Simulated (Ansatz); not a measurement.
Molecule: RbF, net charge 0, singlet state. 
Geometry from a B3LYP-D3(BJ)/def2-TZVP (Ansatz, an electronic-structure program) optimisation:
```xyz
2

Rb     0.0000     0.0000    -0.4608
F      0.0000     0.0000     1.8945
```

Parts of the frozen-core correlation energy in def2-SVP (Ansatz, hartree). Frozen orbitals: 5; correlated occupied orbitals by spin: 4 and 4; virtual: 29 and 29. Spin-orbit coupling is left out. Past Kr the def2 sets carry scalar-relativistic core potentials.

| term | value |
|---|---|
| reference (HF) | -123.18339 |
| MP2 opposite-spin | ___ |
| MP2 same-spin | -0.05619 |
| CCSD correlation | ___ |
| (T) | ___ |
| CCSDT minus CCSD(T) | -0.00012 |
| CCSDT(Q) minus CCSD(T) | -0.00065 |
| T1 diagnostic | 0.020 |
| largest doubles amplitude | 0.044 |

Complete the blanks.


- MP2 opposite-spin, value: -0.14499
- CCSD correlation, value: -0.20206
- (T), value: -0.00183
